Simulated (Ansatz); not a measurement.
Calculated with Ansatz (gas phase, PBE0-D4/def2-TZVP geometries, no zero-point term in ΔE). CCSD(T)/CBS is the MP2 limit (def2-TZVPP, def2-QZVPP) plus CCSD(T) − MP2 in def2-TZVPP, frozen cores. This one scheme is used for every species. DFT in def2-TZVPP. B3LYP here is the variant with VWN-RPA as its local correlation; programs differ in this. def2 core potentials past Kr. For Te outer-core shells are correlated without core-valence functions, which leaves a few kJ/mol of doubt a bond. Each species was taken in one conformer, which may not be the lowest.

Consider the redistribution: `O[SiH](F)[TeH]` + `CC(O)[SiH3]` → `CC([SiH3])[TeH]` + `O[SiH](O)F`.

```json
{"level": "PBE-D4", "ΔE (eV)": "-1.14"}
{"level": "r2SCAN-D4", "ΔE (eV)": "-1.27"}
{"level": "PBE0-D4", "ΔE (eV)": "-1.20"}
{"level": "r2SCAN", "ΔE (eV)": "-1.26"}
{"level": "PBE0", "ΔE (eV)": "-1.17"}
{"level": "B3LYP", "ΔE (eV)": "-1.22"}
{"level": "HF/def2-TZVPP", "ΔE (eV)": "-1.31"}
{"level": "HF/def2-QZVPP", "ΔE (eV)": "-1.33"}
```

**Question.** What does CCSD(T)/CBS give? (An estimate is asked.)

**Answer.** Ansatz gave: -1.42 eV. The listed levels differ from it by 0.28, 0.15, 0.22, 0.16, 0.25, 0.20, 0.11, 0.09 eV.

Largest T1 diagnostic among the species: 0.012.

The D4 term adds −0.06 eV with B3LYP and −0.03 eV with PBE0; it sums over pairs of atoms, weighted by their polarisabilities, and B3LYP, whose exchange is more repulsive, gets the larger term. In def2-TZVPP, CCSD(T) changes the Hartree–Fock value by −0.10 eV (the triples alone add −0.01 eV) and MP2 by −0.20 eV.
